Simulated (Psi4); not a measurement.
dichloromethane (CH$_{2}$Cl$_{2}$), singlet, geometry from GFN2-xTB, atoms displaced at random by about 0.02 Å a coordinate. Base run: Psi4 with B3LYP/STO-3G.

Input for Psi4:
```
memory 2 GB

molecule {
0 1
  C    -0.00604581   -0.01973681    0.79649833
  Cl    0.02437646    1.44500139   -0.18764625
  Cl   -0.03989493   -1.47203477   -0.18079849
  H    -0.88654158    0.01902694    1.39006435
  H     0.88962383    0.02744758    1.37029766
}

set basis sto-3g

optimize('b3lyp')
print_variables()
```

The base run was repeated with changes; each row names its change, and settings that it needs were set with it.

| change | ΔE vs base (µEh) | optimiser steps | core-seconds (rough) |
|---|---|---|---|
| base | 0.0 | 5 | 10 |
| intrafrag_hess = fischer | 0.0 | 6 | 9 |
| opt_coordinates = both | 0.0 | 6 | 10 |
| g_convergence = nwchem_loose | 2.7 | 4 | 8 |
| intrafrag_step_limit = 0.05 | 0.0 | 7 | 10 |
| intrafrag_hess = lindh | 0.6 | 9 | 20 |
| g_convergence = gau | 0.0 | 5 | 10 |
